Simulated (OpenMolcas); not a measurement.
Nb+.

```yaml
Program: OpenMolcas
Method: CASSCF
Basis: ANO-RCC-VQZP [8s7p5d3f2g1h]
Scalar_Hamiltonian: DKH2, point nucleus
Active_space: 4 electrons in 5 orbitals (4d)
State_averaging: 2S+1 = 5 even, 5 roots; 2S+1 = 3 even, 45 roots; 2S+1 = 1 even, 50 roots (49 in the spin-orbit step)
Spin-orbit_coupling: state interaction with AMFI integrals over the reference wave functions, term energies averaged over their components
```

Levels without dynamic correlation, in cm⁻¹ above 4d⁴ ⁵D₀:

| Level | E |
| --- | --- |
| 4d⁴ ³H₄ | 12957 |
| 4d⁴ ³P₀(1) | 13464 |
| 4d⁴ ³F₃(1) | 14983 |
| 4d⁴ ³G₃ | 16409 |

On this reference, MS-CASPT2, IPEA 0.25 Eh, imaginary shift 0.1 Eh (closed shells correlated: 4s 4p) puts 4d⁴ ³H₄ at 10010 cm⁻¹.

Q: Estimate the other levels at that method by one scale factor, and say how well it serves.

A: The factor is 10010 / 12957 = 0.773. Scaled values beside those that MS-CASPT2 gives:
| Level | Scaled | MS-CASPT2 | Miss (%) |
| --- | --- | --- | --- |
| 4d⁴ ³P₀(1) | 10408 | 7950 | +30.9 |
| 4d⁴ ³F₃(1) | 11582 | 10880 | +6.5 |
| 4d⁴ ³G₃ | 12684 | 12530 | +1.2 |
For these levels the scaled values miss MS-CASPT2 by up to 30.9 %, as correlation changes each term by its own factor, spin-orbit parts do not scale and CASPT2 has its own spread within terms. This holds within one configuration; levels of others move differently, and the target method has errors of its own against measurement.

Term energies are means over components that CASPT2 splits; among the terms shown or strongly mixed into the levels shown the widest spread is 550 cm-1 (4d⁴ ³H, MS-CASPT2). Some high roots are left out of the spin-orbit mixing, which shifts the levels that they would mix with. Configurations with an s electron lie low at this charge and mix in, so terms can be misplaced. Without dynamic correlation excited terms often stand tens of per cent too high (terms of higher spin than the ground term too low), and those without a measured partner can miss by more than the paired ones (holds for CASSCF). Some terms miss by over 15 % even with CASPT2, which points to a basis or an active space too small for the shells correlated (holds for MS-CASPT2). Only configurations of the active space appear.

A number in round brackets counts repeated terms of one configuration in the order of the reference energies.
